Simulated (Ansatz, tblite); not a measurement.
Isomers of Cu₆P⁻ (singlet), found by a short tight-binding search and relaxed with PBE0-D4/def2-SVPD in Ansatz.

The xTB rows come from tblite. LC-ωPBE has ω = 0.4 bohr⁻¹. B3LYP takes the VWN-RPA correlation.

Run but left out: HF/def2-SVPD, MP2/def2-SVPD (A: restricted singlet, unstable towards broken spin symmetry).

A: The restricted singlet is unstable towards broken spin symmetry in Hartree–Fock (as tested in another run); at PBE-D4/def2-TZVPD, r2SCAN-D4/def2-TZVPD, B3LYP-D4/def2-TZVPD, PBE0-D4/def2-TZVPD and others this wasn't settled. B: The restricted singlet is unstable towards broken spin symmetry in Hartree–Fock (as tested in another run); at PBE-D4/def2-TZVPD, r2SCAN-D4/def2-TZVPD, B3LYP-D4/def2-TZVPD, PBE0-D4/def2-TZVPD and others this wasn't settled.

Other spin states weren't relaxed.

A:

```xyz
7

P     1.936    1.137    0.555
Cu   -1.439    0.922   -1.842
Cu    0.961    0.366   -1.325
Cu    0.832   -0.701    1.150
Cu   -0.981   -2.286    1.502
Cu   -0.996   -0.894   -0.404
Cu   -0.313    1.456    0.363
```

B:

Cartesian coordinates in Å:
```
P -0.4771 2.2303 -0.6106
Cu -1.9492 -2.0191 0.3498
Cu -1.5236 0.3408 -0.0215
Cu 0.2472 0.4784 -1.7779
Cu 2.3806 -0.8388 1.2764
Cu 0.2806 -1.2316 0.2598
Cu 1.0415 1.0399 0.5241
```

Problem. Estimate their order by electronic energy at PBE0-D4/def2-TZVPD, counted from the lowest.

Solution. A (0.0) < B (0.7), in kcal/mol.

Problem. Do the other levels pick the same lowest one?

Solution. Not GFN1-xTB, GFN2-xTB, B3LYP-D4/def2-TZVPD. Energies above each level's lowest (kcal/mol):

| level | A | B |
| --- | --- | --- |
| GFN1-xTB | 1.7 | 0.0 |
| GFN2-xTB | 0.9 | 0.0 |
| PBE-D4/def2-TZVPD | 0.0 | 1.7 |
| r2SCAN-D4/def2-TZVPD | 0.0 | 2.4 |
| B3LYP-D4/def2-TZVPD | 0.6 | 0.0 |
| PBE0-D4/def2-TZVPD | 0.0 | 0.7 |
| LC-ωPBE/def2-TZVPD | 0.0 | 0.2 |
Point groups (tolerance 0.1 Å): A not assigned, B Cs. Lower isomers may exist.
